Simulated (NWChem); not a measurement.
# MgGeH$_{4}$Se; SMILES [GeH3][Mg][SeH]

```xyz
7

Mg    -0.0080     0.0824     0.0002
Se    -0.0290     2.5221     0.0000
H      1.4457     2.5254     0.0001
Ge    -0.0105    -2.4985     0.0000
H     -0.6412    -3.1060    -1.2763
H      1.4118    -3.1032     0.0908
H     -0.7981    -3.1055     1.1862
```
Atoms are numbered in this order, from 1.

Program: NWChem. Medium grid unless said otherwise, to which SCAN and Minnesota functionals are sensitive. Geometry: optimised at PBE0/def2-SVP. Total energies of different functionals are on different scales.

```tsv
level	energy (Ha)	highest occupied level (eV)	orbital gap (eV)	dipole (D)
B3LYP/def2-SVP	-4680.5642	-6.43	5.06	0.52
PBE/def2-SVP	-4679.6465	-5.59	3.79	0.55
M06-L/def2-SVP	-4680.3066	-5.72	4.35	0.64
MN15-L/def2-SVP	-4680.4220	-5.95	4.15	0.56
PW6B95/def2-SVP	-4682.7474	-6.74	5.55	0.55
LC-wPBE (HJS exchange hole, range parameter 0.4 per bohr)/def2-SVP	-4679.8004	-9.38	9.93	0.73
r2SCAN/def2-SVP	-4680.4207	…	…	0.63
M06-2X/def2-SVP	-4680.4655	-7.82	7.05	0.76
B3PW91/def2-SVP	-4680.4691	-6.54	5.28	0.62
```

Problem. Fill in the missing entries.

Solution. 
- r2SCAN/def2-SVP, highest occupied level (eV): -5.90
- r2SCAN/def2-SVP, orbital gap (eV): 4.42
